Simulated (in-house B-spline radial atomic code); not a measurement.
# Ionising S⁷⁺ with different functionals

Computed with a radial B-spline atomic code at the basis-set limit: non-relativistic Hamiltonian, point nucleus, spin-polarised at highest spin, spherical fractional occupations for the functionals, and exact exchange of hybrids averaged over the configuration. The ionisation energy is the difference of two self-consistent energies, [He] 2s2 2p5 → [He] 2s2 2p4, without Breit or QED terms; ε is the level of the shell that loses the electron (its least bound occupied spin orbital).

```json
{"method": "PBE0", "rung": "global hybrid", "ΔSCF (eV)": "329.04", "-ε(2p) (eV)": "311.52"}
{"method": "B3LYP", "rung": "global hybrid", "ΔSCF (eV)": "329.37", "-ε(2p) (eV)": "310.48"}
{"method": "TPSSh", "rung": "global hybrid", "ΔSCF (eV)": "329.30", "-ε(2p) (eV)": "307.92"}
{"method": "M06-2X", "rung": "global hybrid", "ΔSCF (eV)": "328.43", "-ε(2p) (eV)": "318.46"}
{"method": "BHandHLYP", "rung": "global hybrid", "ΔSCF (eV)": "328.94", "-ε(2p) (eV)": "318.11"}
{"method": "r2SCAN0", "rung": "global hybrid", "ΔSCF (eV)": "329.47", "-ε(2p) (eV)": "312.53"}
{"method": "B97-1", "rung": "global hybrid", "ΔSCF (eV)": "329.16", "-ε(2p) (eV)": "310.58"}
{"method": "HSE06", "rung": "range-separated hybrid", "ΔSCF (eV)": "329.09", "-ε(2p) (eV)": "311.09"}
{"method": "wB97X", "rung": "range-separated hybrid", "ΔSCF (eV)": "329.05", "-ε(2p) (eV)": "312.84"}
{"method": "CAM-B3LYP", "rung": "range-separated hybrid", "ΔSCF (eV)": "329.25", "-ε(2p) (eV)": "312.40"}
{"method": "LC-wPBE", "rung": "range-separated hybrid", "ΔSCF (eV)": "329.29", "-ε(2p) (eV)": "311.00"}
```

Question: Among the functionals, which spreads more, the ΔSCF values or the orbital energies?

Answer: The orbital energies: ΔSCF values span about 1.04 eV and the orbital energies 10.54 eV; here energy differences depend much less on the functional than eigenvalues do.

Question: How do they compare with the NIST value?

Answer: NIST lists 328.79 eV ± 0.007 (measured, ground level to ground level). Errors run from -0.36 to +0.68 eV; BHandHLYP is closest (+0.15 eV), but part of that can be cancellation, since the calculations leave out relativity, Breit-QED terms, multiplet and fine-structure energies.
